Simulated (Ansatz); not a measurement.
System: cyclopentaneselenol, C5H10Se (charge 0, singlet). 
Structure (B3LYP-D3(BJ)/def2-TZVP (Ansatz, a first-principles code) minimum search):
```xyz
16

Se     1.4327     0.8415    -0.1560
C     -0.0033    -0.4865     0.1272
C     -0.9059    -0.7484    -1.0742
C     -2.1188    -1.4549    -0.4465
C     -2.2492    -0.8575     0.9814
C     -0.9755    -0.0079     1.2080
H      2.1346     0.0633    -1.1903
H      0.4825    -1.4100     0.4438
H     -1.2006     0.2064    -1.5160
H     -0.4188    -1.3364    -1.8526
H     -1.9339    -2.5291    -0.3887
H     -3.0236    -1.3195    -1.0390
H     -2.3254    -1.6510     1.7252
H     -3.1455    -0.2454     1.0809
H     -0.5663    -0.1093     2.2126
H     -1.1978     1.0509     1.0514
```
Charge 0, spin multiplicity 1.

Parts of the frozen-core correlation energy in cc-pVTZ (Ansatz, hartree). Frozen orbitals: 19; correlated occupied orbitals by spin: 18 and 18; virtual: 296 and 296. No spin-orbit coupling. No relativistic terms.

```tsv
term	value
reference (HF)	-2595.11198
MP2 opposite-spin	-0.78472
MP2 same-spin	(withheld)
CCSD correlation	(withheld)
(T)	(withheld)
T1 diagnostic	0.009
largest doubles amplitude	0.020
```

**Question.** What belongs in the gaps?

**Answer.** 
- MP2 same-spin, value: -0.23398
- CCSD correlation, value: -1.07844
- (T), value: -0.04668
